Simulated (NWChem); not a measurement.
System: C4H4; SMILES C#CC=C

```xyz
8

C      0.1733    -1.9186     0.0000
C     -0.1079    -0.7409     0.0000
C     -0.4872     0.6323     0.0000
C      0.3772     1.6582     0.0000
H      0.4417    -2.9503     0.0000
H     -1.5582     0.8341     0.0000
H      1.4515     1.5006     0.0000
H      0.0232     2.6845     0.0000
```
Atoms are numbered in this order, from 1.

Program: NWChem. Coordinates come from a B3LYP/6-31G* (spherical d) optimisation. GIAO values for the isolated, static molecule; σ is the absolute isotropic shielding, δ = σ(reference) − σ with the isolated reference molecule computed at the same levels (13C: tetramethylsilane, 1H: tetramethylsilane).

Question: Estimate the computed values for KT2/pcSseg-1. Quantities: δ C2 (ppm); δ C3 (ppm); δ C4 (ppm); δ H5 (ppm); δ H6 (ppm); δ H7 (ppm); δ H8 (ppm).

Answer: 
```yaml
"δ C2 (ppm)": 80.9
"δ C3 (ppm)": 115.8
"δ C4 (ppm)": 128.1
"δ H5 (ppm)": 3.07
"δ H6 (ppm)": 5.80
"δ H7 (ppm)": 5.83
"δ H8 (ppm)": 5.56
```
